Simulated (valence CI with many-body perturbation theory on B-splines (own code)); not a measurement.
Results of a calculation; reference values are marked as such.
## Ladder of approximations for Zn16+

Level of theory: relativistic CI+MBPT: four valence electrons over a frozen Dirac-Fock core [Ne], a basis of 11 s, 11 p, 9 d, 7 f, 5 g, 2 h, 1 i functions for each j, with the one-electron correlation potential Σ1 (screened to all orders), the two-electron term Σ2, the three-electron term Σ3, Breit, model QED; selected single and double excitations, second order for the rest (own B-spline code, finite nucleus).

No measured levels were compared; by estimate levels of excited configurations hold to 0.05 to 0.15 % of their energy, terms of the ground configuration to about 0.5 %.

Each rung adds one term. CI alone is the Dirac-Coulomb CI over the frozen core; QED comes last and gives the full result, which names the levels. Energies are above 3s²3p² ³P_0 on the same rung, in eV.

Names give the largest LS component (configuration and term), which can be under half, so a name can repeat, a term be missing and a line seem to break the LS rules; names also repeat where a configuration has a term twice.

```
        Level  CI alone       Σ1       Σ2       Σ3    Breit      QED    Full
  3s²3p² ³P_1     2.892  +0.0148  +0.0112  +0.0033  -0.0846  +0.0091   2.846
  3s²3p² ³P_2     4.909  +0.0195  +0.0056  +0.0001  -0.1260  +0.0114   4.819
  3s²3p² ¹D_2    10.404  +0.0328  -0.0096  -0.0079  -0.1836  +0.0175  10.253
  3s²3p² ¹S_0    17.189  +0.0343  -0.0531  -0.0325  -0.1654  +0.0147  16.987
  3s3p³ ⁵S°_2    37.153  -0.0894  +0.1849  +0.0437  -0.0651  -0.1196  37.108
  3s3p³ ³D°_1    48.222  -0.0853  +0.0523  +0.0305  -0.0570  -0.1090  48.053
  3s3p³ ³D°_2    48.324  -0.0834  +0.0559  +0.0306  -0.0702  -0.1088  48.148
  3s3p³ ³D°_3    49.420  -0.0767  +0.0649  +0.0327  -0.1362  -0.1052  49.199
  3s3p³ ³P°_0    55.420  -0.0745  -0.0128  +0.0106  -0.0895  -0.1071  55.147
  3s3p³ ³P°_1    55.754  -0.0722  -0.0141  +0.0121  -0.1176  -0.1048  55.457
  3s3p³ ³P°_2    55.959  -0.0716  -0.0107  +0.0170  -0.1369  -0.0982  55.659
  3s3p³ ¹D°_2    61.074  -0.0673  -0.0710  +0.0272  -0.2061  -0.0667  60.690
  3s3p³ ³S°_1    68.508  -0.0789  -0.6100  -0.0119  -0.0565  -0.1240  67.627
3s²3p3d ³F°_2    69.719  -0.0846  -0.1107  -0.0317  -0.2035  -0.0014  69.287
3s²3p3d ³F°_3    71.509  -0.0728  -0.1031  -0.0330  -0.2736  +0.0058  71.032
  3s3p³ ¹P°_1    73.731  -0.0577  -0.4948  -0.0173  -0.1692  -0.1024  72.890
3s²3p3d ³F°_4    74.372  -0.0554  -0.0891  -0.0310  -0.3673  +0.0135  73.843
3s²3p3d ³P°_2    78.772  -0.0772  -0.5031  -0.0748  -0.1974  -0.0243  77.895
3s²3p3d ³D°_1    80.157  -0.0838  -0.5048  -0.0815  -0.1905  -0.0117  79.285
```

The middle columns are the shifts that each term adds.

Q: How does the ionisation energy move along the ladder, and which term matters most?

A: CI alone 576.82, + Σ1 577.54, + Σ2 577.41, + Σ3 577.28, + Breit 577.01, + QED 577.03 eV. The largest step is Σ1, 0.73 eV. NIST lists 577.8 ± 1.3 eV (semi-empirical).
